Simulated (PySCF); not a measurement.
C2H6Cd, SMILES [CH3][Cd][CH3] (connectivity only; charge and spin as stated), charge +1, multiplicity 2. Atoms are numbered in the order given.

```xyz
9

Cd     0.0000     0.0000     0.0000
C      0.0000     0.0000    -2.2343
H     -0.9288     0.5544    -2.4597
H      0.9445     0.5272    -2.4597
H     -0.0157    -1.0816    -2.4597
C      0.0000     0.0000     2.2343
H     -0.9288    -0.5544     2.4597
H      0.9445    -0.5272     2.4597
H     -0.0157     1.0816     2.4597
```
Charge +1, spin multiplicity 2.

Geometry: PBE-D3(BJ)/def2-SVP. The spin state was assumed, not searched. The isomer is the one that the SMILES or the coordinates give; other isomers of the formula were not compared. The def2 effective core potentials stand for the cores of Cd; spin–orbit coupling is left out.

Calculation: PBE-D3(BJ)/def2-SVP in PySCF.

Frequencies are harmonic and unscaled.

A small imaginary wavenumber (i) marks a very flat motion, where grid noise or a shallow saddle decides the sign.

Modes within 1.5 cm⁻¹ of each other (mostly degenerate sets) share a row, with their intensities summed.

Computed harmonic wavenumbers and intensities:
```json
[
 {"mode": "1", "ν (cm⁻¹)": "16i", "IR (km/mol)": "0.0", "moving atoms (share of kinetic energy)": "H 100 %"},
 {"mode": "2–3", "ν (cm⁻¹)": "63", "IR (km/mol)": "2.1", "moving atoms (share of kinetic energy)": "C 58 %, H 22 %, Cd 20 %"},
 {"mode": "4", "ν (cm⁻¹)": "324", "IR (km/mol)": "85.9", "moving atoms (share of kinetic energy)": "C 71 %, Cd 21 %"},
 {"mode": "5", "ν (cm⁻¹)": "348", "IR (km/mol)": "0.0", "moving atoms (share of kinetic energy)": "C 82 %, H 18 %"},
 {"mode": "6–7", "ν (cm⁻¹)": "581", "IR (km/mol)": "55.3", "moving atoms (share of kinetic energy)": "H 93 %"},
 {"mode": "8–9", "ν (cm⁻¹)": "591", "IR (km/mol)": "0.0", "moving atoms (share of kinetic energy)": "H 93 %"},
 {"mode": "10", "ν (cm⁻¹)": "959", "IR (km/mol)": "282.9", "moving atoms (share of kinetic energy)": "H 89 %, C 11 %"},
 {"mode": "11", "ν (cm⁻¹)": "1058", "IR (km/mol)": "0.0", "moving atoms (share of kinetic energy)": "H 83 %, C 17 %"},
 {"mode": "12–13", "ν (cm⁻¹)": "1327", "IR (km/mol)": "35.2", "moving atoms (share of kinetic energy)": "H 92 %"},
 {"mode": "14–15", "ν (cm⁻¹)": "1330", "IR (km/mol)": "0.0", "moving atoms (share of kinetic energy)": "H 92 %"},
 {"mode": "16", "ν (cm⁻¹)": "2988", "IR (km/mol)": "97.8", "moving atoms (share of kinetic energy)": "H 99 %"},
 {"mode": "17", "ν (cm⁻¹)": "2991", "IR (km/mol)": "0.0", "moving atoms (share of kinetic energy)": "H 99 %"},
 {"mode": "18–19", "ν (cm⁻¹)": "3166", "IR (km/mol)": "80.0", "moving atoms (share of kinetic energy)": "H 90 %, C 10 %"},
 {"mode": "20–21", "ν (cm⁻¹)": "3168", "IR (km/mol)": "0.0", "moving atoms (share of kinetic energy)": "H 90 %, C 10 %"}
]
```
